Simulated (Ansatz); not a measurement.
Abridged output of a molecular run in Ansatz:

```
Functional definition: HF
1346 factors; integrals over basis functions are off by at most 6.8e-4 eV
mean field evaluation 1: about -49033.7077 eV, gradient 2.3e1 eV
mean field evaluation 2: about -49033.9916 eV, gradient 2.3e1 eV
mean field evaluation 4: about -49036.0339 eV, gradient 3.7e0 eV
mean field evaluation 8: about -49036.0981 eV, gradient 3.2e-1 eV
mean field evaluation 16: about -49036.0987 eV, gradient 2.0e-6 eV
mean field -49036.09870102 eV, -1802.0433894010 hartree, gradient 2.0e-6 eV, S^2 0.000000; 0 other end points of the search recorded, 0 dependent functions left out
21 core orbitals not correlated: weight in the atoms' cores, before any rotation towards them, 1.000 or more for the frozen orbitals, at most 0.000 for the correlated occupied ones
reference -49036.09870102 eV, -1802.0433894010 hartree; 16, 16 occupied and 190, 190 virtual orbitals, 1346 factors
second order -23.70643417 eV of doubles, -0.00000000 eV of singles
cycle   1  -24.74890210 eV  change    -1.0e0 eV  update   1.0e-1
cycle   2  -25.29997413 eV  change   -5.5e-1 eV  update   2.8e-2
cycle   3  -25.40784850 eV  change   -1.1e-1 eV  update   1.3e-2
cycle   4  -25.39851062 eV  change    9.3e-3 eV  update   3.0e-3
cycle   5  -25.39727481 eV  change    1.2e-3 eV  update   1.2e-3
cycle   6  -25.39710745 eV  change    1.7e-4 eV  update   3.6e-4
cycle   7  -25.39699417 eV  change    1.1e-4 eV  update   1.6e-4
cycle   8  -25.39701916 eV  change   -2.5e-5 eV  update   4.7e-5
cycle   9  -25.39703375 eV  change   -1.5e-5 eV  update   1.6e-5
perturbative correction -1.16922988 eV, -0.0429684054 hartree
Total energy: -49062.66496465 eV, -1803.0196815821 hartree
```

Its atoms:

Z-matrix (Å, degrees):
```
B
Cl 1 1.805
Cl 1 1.804 2 114.9
S 1 2.105 2 101.5 3 113.9
Cl 1 1.805 2 115.5 3 -137.4
H 4 1.346 1 98.2 2 -73.2
H 4 1.346 1 98.2 2 -167.5
```

(1) Which basis set was used?
A. def2-TZVPP
B. def2-QZVPP
C. cc-pV(Q+d)Z
D. def2-SVP

(2) Write the keys of the input that set method, charge and spin (a neutral closed shell needs none for the last two).

## Answers

(1) A. It gives 227 functions.

(2) 
```yaml
correlation: {method: ccsd_t}
```
